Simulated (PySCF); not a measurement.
## Dipole moment and polarisability of `COCc1cnoc1`

Species: C₅H₇NO₂.
SMILES with atom numbers: `[CH3:1][O:2][CH2:3][c:4]1[cH:5][n:6][o:7][cH:8]1` (hydrogens: H9, H10, H11 on C1; H12, H13 on C3; H14 on C5; H15 on C8)

Geometry (PBE0-D3(BJ)/def2-SVP, Å), atoms numbered from 1 in this order:
```
atom  x, y, z in Å
C1     2.053    0.395   -0.815
O2     1.627   -0.184    0.384
C3     0.488   -0.982    0.256
C4    -0.767   -0.190    0.046
C5    -1.933   -0.511   -0.706
N6    -2.834    0.435   -0.642
O7    -2.296    1.407    0.141
C8    -1.081    1.039    0.549
H9     1.289    1.063   -1.256
H10    2.953    0.986   -0.598
H11    2.310   -0.375   -1.570
H12    0.414   -1.562    1.189
H13    0.600   -1.714   -0.569
H14   -2.140   -1.406   -1.293
H15   -0.543    1.744    1.180
```

Level: CAM-B3LYP/def2-SVPD (PySCF), static field, nuclei fixed, core orbitals frozen in the response. The polarisability tensor in these axes (au):

```
x   79.91 -2.49  3.90
y   -2.49 70.42  5.86
z    3.90  5.86 60.05
```

Task: Diagonalise the tensor; give its mean and Δα, where Δα² is half the sum of the squared differences of the eigenvalues.

Result: Principal values 56.51, 73.00 and 80.86 au; mean 70.12 au = 10.39 Å³ = 11.56 × 10⁻⁴⁰ C²·m²/J; Δα = 21.52 au (31 % of the mean).

Task: What is the dipole moment, and where does it point?

Result: (2.37, -1.27, -0.36) D, 2.71 D in size, pointing from the negative to the positive side. Measured along this direction, the outermost atoms are O7 and N6 at the negative end and H11 at the positive end.

Task: What molar refraction does this α imply?

Result: Lorentz–Lorenz: R = (4π/3)N_A α = 2.5225 cm³/(mol·Å³) × 10.39 Å³ = 26.2 cm³/mol, in the limit of long wavelengths.

Task: Along which axes do the principal values lie, and how far do the nuclei extend along each?

Result: Largest value along (0.98, -0.15, 0.14), where the nuclei span 5.58 Å; middle along (0.08, 0.90, 0.43), 4.02 Å; least along (-0.19, -0.41, 0.89), 3.42 Å. The response follows the extents in order.

Task: What would n − 1 = 2πNα be for an ideal gas of these molecules at 273.15 K and 1 atm, electronic part alone?

Result: N = p/kT = 2.6868 × 10¹⁹ cm⁻³, so n − 1 = 2π × N × 10.39 × 10⁻²⁴ cm³ = 1754 × 10⁻⁶ at long wavelengths.

Task: Orientational against electronic polarisability at 273 K (dilute gas, rigid molecules)?

Result: In Gaussian units μ²/3kT = 64.99 Å³ against 10.39 Å³, a ratio of 6.25; the Debye molar polarisation (4π/3)N_A(α + μ²/3kT) is 190.1 cm³/mol, leaving out the vibrational part.

Task: What depolarisation ratio follows for Rayleigh scattering of linearly polarised light, taking the static tensor?

Result: ρ = 3Δα²/(45ᾱ² + 4Δα²) = 1389.5/(221274 + 1852.6) = 0.00623.

Geometry: PBE0-D3(BJ)/def2-SVP, one conformer, isolated molecule.
